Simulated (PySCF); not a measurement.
Input for PySCF:
```python
from pyscf import gto, scf, dft

mol = gto.Mole()
mol.atom = '''
    C    -0.001647    0.863879    0.014277
    C     0.749028   -0.430640    0.000480
    C    -0.747382   -0.433240   -0.014757
    H    -0.011940    1.440071    0.926921
    H     0.006394    1.469948   -0.878830
    H     1.270736   -0.710376   -0.902067
    H     1.252402   -0.740253    0.903684
    H    -1.267963   -0.744633    0.878021
    H    -1.249629   -0.714756   -0.927730
'''
mol.basis = '6-31g*'
mol.charge = 0
mol.spin = 0
mol.verbose = 4
mol.build()

mf = dft.RKS(mol)
mf.xc = 'wb97x'
mf.kernel()
```

**Question.** What does this run give for the HOMO energy, total energy, number of basis functions, dipole moment, HOMO-LUMO gap, Mulliken (on the basis functions themselves) charges in atom order?

**Answer.** 
| Item | Result |
|---|---|
| HOMO energy | -10.64 eV |
| total energy | -117.8618 Eh |
| number of basis functions | 54 |
| dipole moment | 0.00 D |
| HOMO-LUMO gap | 16.19 eV |
| Mulliken (on the basis functions themselves) charges in atom order | C1 -0.34, C2 -0.34, C3 -0.34, H4 0.17, H5 0.17, H6 0.17, H7 0.17, H8 0.17, H9 0.17 |
